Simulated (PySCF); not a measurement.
## Electron correlation in Sn²⁺ (tin, charge +2)

[Kr] 4d10 5s2, closed-shell 1S. Computed with PySCF 2.14 in aug-cc-pVDZ-PP with ECP28MDF (5s4p3d, 32 functions), with a scalar-relativistic core potential. Frozen: 4s2 4p6 4d10; 2 electrons correlated.

Total MP2 correlation energy: -22.00 mhartree.

Same-spin part 0.00 and opposite-spin part -22.00 mhartree; SCS-MP2 scales them by 1/3 and 6/5 to -26.40 mhartree.

With two correlated electrons CCSD is exact within the correlated space (frozen core and kept virtual orbitals).

```csv
level,correlation energy (mhartree)
CCSD,-32.68
```

Diagnostics: T1 = 0.0027, D1 = 0.0038, largest double amplitude 0.102.

Cost of the coupled-cluster step: 0.04 s of wall time on 1 thread of Neoverse-V2 (shared host), for 2 correlated electrons.
